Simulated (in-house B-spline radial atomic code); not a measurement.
Results of a calculation; reference values are marked as such.
# C6 from the polarisability at imaginary frequency: neutral strontium

HSE06 linear response of the closed shell [Kr] 5s2, from an all-electron radial atomic-structure program (B-spline basis); scalar-relativistic (spin-free one-electron X2C), finite nucleus, no spin-orbit coupling; shells from n = 3 respond.

The dispersion coefficient of two like species is C6 = (3/π) ∫ α(iu)² du from 0 to ∞.

```
u (hartree)  α(iu) (bohr³)
          0          194.8
       0.03          180.2
       0.07          135.8
       0.12          87.03
        0.2          46.28
        0.3          26.07
       0.45          14.81
        0.7          8.335
          1          5.277
        1.5          3.025
        2.5          1.392
          5         0.4626
```

Problem. Fit one oscillator, α(iu) = α(0)/(1 + u²/ω²), through u = 0.07 and estimate C6.

Solution. From α(0)/α(iu) − 1 = 194.8/135.8 − 1 = 0.4345, ω = u/√0.4345 = 0.1062 hartree (2.9 eV). London's formula gives C6 = (3/4) α(0)² ω = 0.75 × 194.8² × 0.1062 = 3022 hartree·bohr⁶, and the oscillator holds f = α(0) ω² = 2.20 electrons, of a sum of oscillator strengths of 30.6.

Problem. How does that compare with the full integral?

Solution. The program's quadrature over all excitations gives C6 = 3136, so the single oscillator is off by -3.6 %. At the last point the fit gives α = 0.0878 against 0.463: higher excitations, and deeper shells where there are any, keep the true curve higher at large u.
